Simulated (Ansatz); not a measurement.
Tuning the range parameter of LC-ωPBE so that −HOMO meets the ionisation energy; basis def2-SVP, Ansatz. System: Ga5As4H16⁻, a cluster cut from zinc blende GaAs (hydrogen-capped). The state is a singlet with charge -1. Geometry: PBE-D4/def2-SVP. The ionised state is a doublet.

Geometry of the singlet:

```xyz
25

Ga   -1.424    2.224   -1.599
Ga    1.083    2.326    1.715
Ga   -2.109   -0.475    1.610
Ga   -0.721   -2.244   -1.995
Ga    1.786   -2.143    1.320
As   -1.145    1.700    0.813
As   -0.269    0.183   -2.550
As    2.374    0.289    0.947
As   -0.550   -2.081    0.478
H    -0.570    3.491   -2.041
H    -2.940    2.070   -2.052
H     1.705    3.582    0.962
H     1.109    2.239    3.302
H    -3.559   -0.646    0.979
H    -1.892   -0.579    3.181
H    -2.223   -2.485   -2.456
H     0.467   -3.094   -2.624
H     1.826   -2.324    2.899
H     2.740   -3.002    0.382
H    -2.048    2.753    1.463
H    -0.281    0.317   -4.076
H     1.237    0.407   -2.401
H     3.832    0.481    1.375
H     2.642    0.464   -0.549
H    -1.070   -3.455    0.914
```

| ω (1/bohr) | HOMO (eV) | LUMO (eV) | vertical IE (eV) | HOMO + IE (eV) |
| --- | --- | --- | --- | --- |
| 0.1 | -4.31 | 2.70 | 4.89 | 0.57 |
| 0.15 | -4.84 | 3.18 | 5.08 | 0.24 |
| 0.3 | -5.93 | 3.93 | 5.54 | -0.39 |

Q: Estimate the row for 0.2 bohr⁻¹.

A: 
| ω (1/bohr) | HOMO (eV) | LUMO (eV) | vertical IE (eV) | HOMO + IE (eV) |
| --- | --- | --- | --- | --- |
| 0.2 | -5.27 | 3.52 | 5.29 | 0.01 |

Q: Where does the tuning condition hold?

A: Near ω = 0.20 bohr⁻¹, by linear interpolation.
